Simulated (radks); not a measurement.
The numbers below are computed, except where a source is named.
All-electron atom: Ti21+ in 1s1 (the NIST ground configuration). Level of theory: non-relativistic Kohn-Sham, LDA (Slater exchange, Perdew-Wang correlation), spin-unpolarised, spherical densities, point nucleus; without spin polarisation the odd electron is poorly described (a radial shooting solver on a logarithmic mesh with Libxc functionals).

Normalised radial functions P(r) = r R(r), r in bohr:

r             1s
0.004207  0.7879
0.005263  0.9631
0.006584  1.1704
0.008303  1.4212
0.01039   1.6984
0.0131    2.0178
0.01639   2.3483
0.0205    2.6838
0.02586   3.0090
0.03235   3.2643
0.04047   3.4171
0.05104   3.4180
0.06386   3.2295
0.08053   2.8275
0.1007    2.2735
0.126     1.6369
0.159     1.0065
0.1989    0.5274
0.2508    0.2146

1s: eigenvalue -6385.2 eV, 0 radial nodes, <r> = 0.0686 bohr, 90 % of the charge inside 0.122 bohr.
